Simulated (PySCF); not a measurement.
# Electron correlation in Ag³⁺ (silver, charge +3)

Starting occupation: [Kr] 4d8, 4d3/2 with m_j = -3/2, -1/2, +1/2, +3/2, 4d5/2 with m_j = -1/2, +1/2, +3/2, +5/2. Calculation: PySCF 2.14, in x2c-SVPall-2c (6s8p6d1f, 67 functions); X2C-1e with screened-nucleus spin-orbit coupling, Gaussian nucleus. Frozen: [Ar] 3d10; 16 electrons correlated; the 6 highest virtual spinors left out.

MP2 pair energies summed by pair of shells (mhartree):

| pair | energy | share (%) |
| --- | --- | --- |
| 4d-4d | -162.68 | 46.9 |
| 4d-4p | -122.13 | 35.2 |
| 4p-4p | -38.04 | 11.0 |
| 4p-4s | -11.16 | 3.2 |
| 4d-4s | -10.25 | 3.0 |
| 4s-4s | -2.36 | 0.7 |

Total MP2 correlation energy: -346.61 mhartree.

The GHF reference relaxed away from the jj start to a determinant that is no pure jj level (⟨S²⟩ = 2.00, ⟨J²⟩ = 20.01); the energies belong to that determinant.

This basis was not built for core-valence correlation, so the inner-shell part is incomplete.
